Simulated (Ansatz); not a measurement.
System: C$_{2}$H$_{4}$N, net charge -1, singlet state. It need not be the lowest isomer of its formula. Whether it binds its extra electron was not tested at this geometry. SMILES: [CH-]=NC
Geometry: optimised at B3LYP-D3(BJ)/def2-TZVP (Ansatz, a program for electronic structure).

Parts of the frozen-core correlation energy in 6-31G (Ansatz, hartree). Frozen orbitals: 3; correlated occupied orbitals by spin: 9 and 9; virtual: 23 and 23. No spin-orbit coupling. No relativistic terms.

| term | value |
|---|---|
| reference (HF) | -132.31272 |
| MP2 opposite-spin | … |
| MP2 same-spin | … |
| CCSD correlation | … |
| (T) | -0.00948 |
| T1 diagnostic | 0.016 |
| largest doubles amplitude | 0.108 |

### Question
Complete the blanks.

### Answer

- MP2 opposite-spin, value: -0.22273
- MP2 same-spin, value: -0.06563
- CCSD correlation, value: -0.31746
